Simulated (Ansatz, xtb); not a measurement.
Species: C5H5S, net charge -1, singlet state. It need not be the lowest isomer of its formula. Whether it binds its extra electron was not tested at this geometry. SMILES: Cc1cc[c-]s1
Geometry from a B3LYP-D3(BJ)/def2-TZVP (Ansatz, a first-principles code) optimisation:
```xyz
11

C     -2.2622    -0.1072    -0.0541
C     -0.7743    -0.1562     0.0916
C     -0.0285    -0.9742     0.8958
C      1.3850    -0.7529     0.7874
C      1.8234     0.2312    -0.0898
S      0.3461     0.8692    -0.7776
H     -2.6769     0.8730     0.2115
H     -2.7359    -0.8488     0.5973
H     -2.5896    -0.3170    -1.0798
H     -0.4814    -1.7170     1.5498
H      2.0855    -1.3424     1.3781
```
Charge -1, spin multiplicity 1.

Harmonic wavenumbers from GFN2-xTB (xtb, at its own minimum), cm⁻¹: 78, 209, 281, 398, 484, 516, 627, 682, 775, 778, 827, 985, 1031, 1055, 1152, 1176, 1282, 1388, 1400, 1493, 1509, 1584, 2911, 2921, 2938, 2945, 2963.

Q: Give the harmonic wavenumbers at B3LYP-D3(BJ)/def2-TZVP (Ansatz, finite differences of forces, unscaled).

A: 96, 214, 288, 481, 534, 586, 644, 662, 771, 803, 823, 971, 1027, 1051, 1152, 1200, 1294, 1385, 1397, 1471, 1493, 1559, 2973, 2995, 3038, 3073, 3107 cm⁻¹. Zero-point energy 50.2 kcal/mol.

Q: From these and the geometry, give the ideal-gas thermochemistry at 298.15 K and 1 atm (rigid rotor, harmonic oscillator).

A: Point group Cs, rotational symmetry number 1. Rotational constants 5.498, 3.097, 2.006 GHz. S(trans) 39.63, S(rot) 26.65, S(vib) 10.60, S(elec, spin only) 0.00, S 76.9 cal/(mol K). H(298) - H(0) 4.26 kcal/mol; G - E(el) 31.5 kcal/mol.
